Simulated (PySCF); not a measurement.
C₈H₁₂P₂.
SMILES with atom numbers: `[CH3:1][c:2]1[p:3][cH:4][cH:5][p:6][c:7]1[CH:8]([CH3:9])[CH3:10]`

Probes without a nucleus sit at each ring's centroid and 1 Å off its mean plane on both sides; NICS is minus the shielding there, NICSzz its component along the normal. Level: GIAO PBE0/pcSseg-1 (PySCF, non-relativistic, gas phase) on the GFN2-xTB geometry, one conformer.

Ring bond lengths (Å), with Mayer bond orders in brackets: C2–P3 1.759 (1.29), P3–C4 1.730 (1.32), C4–C5 1.371 (1.49), C5–P6 1.730 (1.34), P6–C7 1.760 (1.27), C7–C2 1.380 (1.46).

**Question.** What do the NICS probes read (ppm)?

**Answer.** 
```tsv
ring	type	NICS(0)	NICS(1), two faces	NICS(1)zz, two faces	rms pucker (Å)	centre to ring atoms, mean (Å)
C2–P3–C4–C5–P6–C7	6-membered ring with 2 P; formal bonds all aromatic	-6.3	-9.7 / -9.6	-23.0 / -22.9	0.01	1.61
```

**Question.** What do they say, and how far can they be read as aromaticity?

**Answer.** 
- C2–P3–C4–C5–P6–C7: mean NICS(1)zz -22.9 ppm, shielded.

**Question.** And the bond-length index? HOMA takes Krygowski's 1993 parameters.

**Answer.** 
- C2–P3–C4–C5–P6–C7: HOMA 0.79; the largest term is that of P6–C7, α(R − Ropt)² = 0.46.

**Question.** List the ring angles and the Hirshfeld charges of the ring atoms.

**Answer.** 
- C2–P3–C4–C5–P6–C7: C2 127.9° (-0.044 e), P3 104.3° (+0.088 e), C4 127.9° (-0.107 e), C5 128.7° (-0.106 e), P6 104.3° (+0.115 e), C7 126.9° (-0.040 e); sum 719.9° against 720° for a flat convex ring.

Shape of the structure used: `[CH3:1][c:2]1[p:3][cH:4][cH:5][p:6][c:7]1[CH:8]([CH3:9])[CH3:10]`: P6–C7–C8–C9 74°.
